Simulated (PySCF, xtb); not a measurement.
C3H7Si, SMILES C1CC[SiH]1 (connectivity only; charge and spin as stated), charge +1, multiplicity 1. Atoms are numbered in the order given.

```xyz
11

C     -1.3061     0.0054     0.0000
C     -0.3286    -0.0034     1.2341
Si     1.0472     0.0009     0.0000
C     -0.3286    -0.0034    -1.2341
H     -1.9454     0.9085     0.0000
H     -1.9644    -0.8840     0.0000
H     -0.3817    -0.8978     1.8959
H     -0.3806     0.8780     1.9128
H      2.5534     0.0116     0.0000
H     -0.3806     0.8780    -1.9128
H     -0.3817    -0.8978    -1.8959
```
Charge +1, spin multiplicity 1.

Geometry optimised at PBE-D3(BJ)/def2-SVP. The spin state was assumed, not searched. The isomer is the one that the SMILES or the coordinates give; other isomers of the formula were not compared.

Level of theory: IEF-PCM-M06-2X/def2-SVP run with PySCF.

The values are the electrostatic part of the solvation free energy, E(continuum) − E(gas) at the gas-phase geometry, in a cavity of scaled van der Waals radii (PySCF's table); cavitation and dispersion terms are not included. In vacuum the orbital gap is 7.64 eV.

```json
[
 {"solvent": "water", "ε": "78.36", "ΔG(elec) (kcal/mol)": "-56.9", "gap (eV)": "7.85"},
 {"solvent": "acetone", "ε": "20.49", "ΔG(elec) (kcal/mol)": "-54.8", "gap (eV)": "7.84"},
 {"solvent": "acetonitrile", "ε": "35.69", "ΔG(elec) (kcal/mol)": "-56.1", "gap (eV)": "7.85"}
]
```

For comparison, GFN2-xTB/ALPB(water) (xtb, at the GFN2-xTB geometry, all terms of that model) gives -50.8 kcal/mol.
